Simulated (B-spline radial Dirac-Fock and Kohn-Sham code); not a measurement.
K-line shifts caused by a second vacancy in Ca

System: neutral calcium in the configuration [Ar] 4s2.

Input of the calculation (task.json; shells as n, l, electrons):

```json
{"items": [{
  "Z": 20,
  "q": 0,
  "cfg": [[1, 0, 2], [2, 0, 2], [2, 1, 6], [3, 0, 2], [3, 1, 6], [4, 0, 2]],
  "A": 40,
  "rrms": 3.4776,
  "do": ["binding", "quiet", "double"]
}]}
```

Command: `python xray_run.py task.json out`

Calculated with an atomic code on a B-spline grid, using relaxed Dirac-Fock hole states (ΔSCF) with Breit and QED corrections and a finite nucleus. Each two-hole energy is an average over J within one jj subconfiguration, not an observable level; in light atoms, where LS coupling holds, the j-resolved values are not observed lines, and for a K spectator the Kα1 hypersatellite is nearly forbidden. Correlation and solid-state effects are left out.

Lines without a spectator: Kα2 (K-L2) 3687.0 eV, Kα1 (K-L3) 3690.6 eV, Kβ3 (K-M2) 4013.7 eV, Kβ1 (K-M3) 4014.1 eV. Shifts in eV with one spectator hole (a dash: not computed, or left out as unreliable):

```tsv
spectator hole	Kα2	Kα1	Kβ3	Kβ1
K (1s)	+204.5	+205.4	+255.1	+255.2
L2 (2p1/2)	+16.22	+20.13	–	+51.5
L3 (2p3/2)	+19.28	+18.25	+50.6	–
M2 (3p1/2)	–	+0.86	+4.10	+5.19
M3 (3p3/2)	+0.80	–	+5.05	+4.74
```

With n spectator holes in 2p, averaged over the 2p shell (energies in eV):

```
n    KαLⁿ   step  hypersatellite KαʰLⁿ
0  3689.4      –                3894.5
1  3708.3  +18.9                3914.8
2  3728.5  +20.2                3936.3
3  3750.1  +21.6                3959.3
4  3773.1  +22.9                3983.5
5  3797.3  +24.3                4009.1
```
